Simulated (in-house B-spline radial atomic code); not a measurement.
RPA and G0W0 for the cerium ion Ce⁴⁺, [Kr] 4d10 5s2 5p6, as one setting changes: the highest l of the empty states. Start: PBE. A dash marks a level of low quasi-particle weight. Computed with a B-spline radial code for spherical atoms: all electrons, scalar-relativistic (spin-free one-electron X2C), finite nucleus, each spin shell either full or empty, empty states to the listed l with an (l + 1/2)⁻⁴ tail; G0W0 by contour deformation at full frequency.

Spin-orbit coupling, left out, splits p levels strongly here.

```
highest l of the empty states  RPA summed (Eh)  RPA extrapolated (Eh)  G0W0 level (eV)
                            4          -3.7239                -4.4348        5p -66.64
                            5          -4.0441                -4.4901        5p -66.66
                            6          -4.2017                -4.4722        5p -66.65
                            7          -4.2857                -4.4574        5p -66.64
                            8                ?                      ?                ?
                            9          -4.3587                 -4.432        5p -66.63
                           10                ?                      ?                ?
                           11          -4.3869                -4.4245        5p -66.62
```

Q: What belongs in the row for 8?

A: RPA summed (Eh): -4.3316; RPA extrapolated (Eh): -4.4405; G0W0 level (eV): 5p -66.63.

Q: What belongs in the row for 10?

A: RPA summed (Eh): -4.3757; RPA extrapolated (Eh): -4.4273; G0W0 level (eV): 5p -66.63.
